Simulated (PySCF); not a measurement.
C₇H₅NS, SMILES N#Cc1cccc(S)c1 (GFN2-xTB optimised geometry):

```
14

N      2.392     2.781     0.000
C      1.828     1.783     0.000
C      1.127     0.554     0.000
C      1.830    -0.650     0.000
C      1.128    -1.842     0.000
C     -0.255    -1.842     0.000
C     -0.954    -0.638     0.000
S     -2.718    -0.698     0.000
C     -0.267     0.565     0.000
H      2.909    -0.641     0.000
H      1.661    -2.781     0.000
H     -0.804    -2.771     0.000
H     -2.909     0.621     0.000
H     -0.794     1.509     0.000
```

Calculation: CAM-B3LYP/def2-TZVP (PySCF).

Problem. What are the frontier orbital energies and the dipole moment?

Solution. HOMO-2 -10.47 eV, HOMO-1 -9.24 eV, HOMO -8.14 eV, LUMO -0.67 eV, LUMO+1 0.06 eV; dipole moment 3.68 D.

On the same geometry PBE/def2-TZVP in PySCF 2.14.0 gives HOMO-2 -7.89 eV, HOMO-1 -6.99 eV, HOMO -5.94 eV, LUMO -2.55 eV, LUMO+1 -1.89 eV; dipole moment 3.67 D.

Meta-Löwdin charges at CAM-B3LYP/def2-TZVP: N1 -0.22, C2 0.11, C3 -0.02, C4 -0.11, C5 -0.10, C6 -0.12, C7 -0.05, S8 0.01, C9 -0.12, H10 0.14, H11 0.13, H12 0.13, H13 0.09, H14 0.13.
